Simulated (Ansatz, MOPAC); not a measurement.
Species: C$_{4}$H$_{6}$S, net charge 0, singlet state. SMILES: C1C=CCS1

Atoms: C1, C2, C3, C4, S5, H6, H7, H8, H9, H10, H11. Bonds: C1-C2, C1-S5, C1-H6, C1-H7, C2-C3, C2-H8, C3-C4, C3-H9, C4-S5, C4-H10, C4-H11.

Bond lengths (Å) and angles (degrees) optimised at PM3 with MOPAC; PM6 with MOPAC; MNDO with MOPAC; HF/3-21G with Ansatz (a program for electronic structure); B3LYP/LANL2DZ with Ansatz; B3LYP/6-31G* with Ansatz, each started from the B3LYP-D3(BJ)/def2-TZVP structure (Ansatz) of the last column. A row stands for all coordinates that are equal there; 8 of 13 kinds are shown. 6-31G* holds six Cartesian d functions. No wavenumbers were computed at MNDO, B3LYP/LANL2DZ, so these may be saddle points.

```
coordinate    PM3    PM6   MNDO  HF/3-21G  B3LYP/LANL2DZ  B3LYP/6-31G*  B3LYP-D3(BJ)/def2-TZVP
----------  -----  -----  -----  --------  -------------  ------------  ----------------------
C1-C2       1.488  1.492  1.507     1.509          1.513         1.504                   1.498
C1-S5       1.831  1.834  1.745     1.900          1.910         1.852                   1.838
C1-H6       1.104  1.105  1.109     1.080          1.096         1.097                   1.092
C2-C3       1.338  1.339  1.350     1.314          1.347         1.332                   1.325
C2-H8       1.092  1.085  1.086     1.072          1.089         1.088                   1.083
C2-C1-S5    106.4  104.5  106.0     105.2          105.6         105.8                   105.7
C1-C2-C3    116.7  117.6  115.1     118.4          118.0         117.3                   117.2
C1-S5-C4     93.8   95.8   97.8      92.7           92.8          94.0                    94.2
```

Mean signed difference of all 11 bond lengths from B3LYP-D3(BJ)/def2-TZVP: PM3 0.004 Å, PM6 0.004 Å, MNDO -0.006 Å, HF/3-21G 0.006 Å, B3LYP/LANL2DZ 0.020 Å, B3LYP/6-31G* 0.007 Å.
